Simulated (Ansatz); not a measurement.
Gas-phase electronic energies from Ansatz, PBE0-D4/def2-TZVP geometries. CBS: MP2 limit from def2 TZ/QZ plus the TZ coupled-cluster correction, frozen cores. This one scheme is used for every species. DFT in def2-TZVPP. Elements past krypton have def2 core potentials. For Sn outer-core shells are correlated without core-valence functions, which leaves a few kJ/mol of doubt a bond. Each species was taken in one conformer, which may not be the lowest.

Reaction (formal hydrolysis of the Sn–Cl bond): `C[O][SnH]([OH])[Cl]` + H₂O → `C[O][SnH]([OH])[OH]` + HCl

| level | ΔE (kJ/mol) | difference from CCSD(T)/CBS |
| --- | --- | --- |
| PBE0-D4 | 72.8 | 4.7 |
| ωB97M-V | 67.6 | -0.5 |
| B2PLYP | 64.9 | -3.2 |
| SCS-MP2/def2-TZVPP | 62.7 | -5.4 |
| CCSD/def2-TZVPP | 63.5 | -4.6 |
| CCSD(T)/def2-TZVPP | 62.5 | -5.6 |
| HF/def2-QZVPP | 74.2 | 6.1 |
| HF/CBS(def2) | 74.3 | 6.2 |
| MP2/CBS(def2) | 71.1 | 3.0 |
| CCSD/CBS(def2) | 69.1 | 1.0 |
| CCSD(T)/CBS | 68.1 | 0 |

Largest T1 diagnostic among the species: 0.014.

From PBE to PBE0 (25 % exact exchange), in def2-TZVPP and without D4, ΔE moves by +4.9 kJ/mol. In def2-TZVPP, CCSD(T) changes the Hartree–Fock value by −11.3 kJ/mol (the triples alone add −0.9 kJ/mol) and MP2 by −8.3 kJ/mol.
